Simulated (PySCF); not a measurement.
Electron correlation in Cs⁻ (caesium, charge -1)

Starting occupation: [Xe] 6s2. All numbers are calculated (PySCF 2.14, X2C-1e with screened-nucleus spin-orbit coupling, Gaussian nucleus, in x2c-TZVPPall-2c with one added diffuse shell each of s, p, d type (12s12p10d2f1g, 121 functions)). Frozen: [Kr]; 20 electrons correlated; the 24 highest virtual spinors left out.

MP2 pair energies summed by pair of shells (mhartree):

```
       pair  energy  share (%)
5p3/2-5p3/2  -49.14       13.6
5p1/2-5p3/2  -47.14       13.1
4d3/2-4d5/2  -44.87       12.4
4d5/2-4d5/2  -31.54        8.7
4d5/2-5p3/2  -31.06        8.6
5p3/2-5s1/2  -20.91        5.8
4d3/2-5p3/2  -19.48        5.4
4d5/2-5p1/2  -16.17        4.5
4d3/2-4d3/2  -13.11        3.6
6s1/2-6s1/2  -12.37        3.4
5p1/2-5p1/2  -12.11        3.4
4d5/2-5s1/2  -11.57        3.2
4d3/2-5p1/2  -11.00        3.0
5p1/2-5s1/2  -10.50        2.9
5p3/2-6s1/2  -10.34        2.9
4d3/2-5s1/2   -7.45        2.1
5s1/2-5s1/2   -5.56        1.5
5p1/2-6s1/2   -4.48        1.2
4d5/2-6s1/2   -0.92        0.3
5s1/2-6s1/2   -0.60        0.2
4d3/2-6s1/2   -0.58        0.2
```

Total MP2 correlation energy: -360.89 mhartree.

The virtual space was cut to 110 spinors, which keep -346.05 of the -360.89 mhartree of MP2 correlation.

```
level  correlation energy (mhartree)
 CCSD                        -349.02
```

Diagnostics: T1 = 0.029, largest double amplitude 0.155.

A double-excitation amplitude exceeds 0.15, a sign of near-degeneracy.

Cost of the coupled-cluster step: 460 s of wall time on 4 threads of Neoverse-V1 (shared host), for 20 occupied and 110 virtual spinors.

The coupled-cluster values are those of the cut space; adding the MP2 remainder, -14.84 mhartree, estimates the full space.

This basis was not built for core-valence correlation, so the inner-shell part is incomplete.
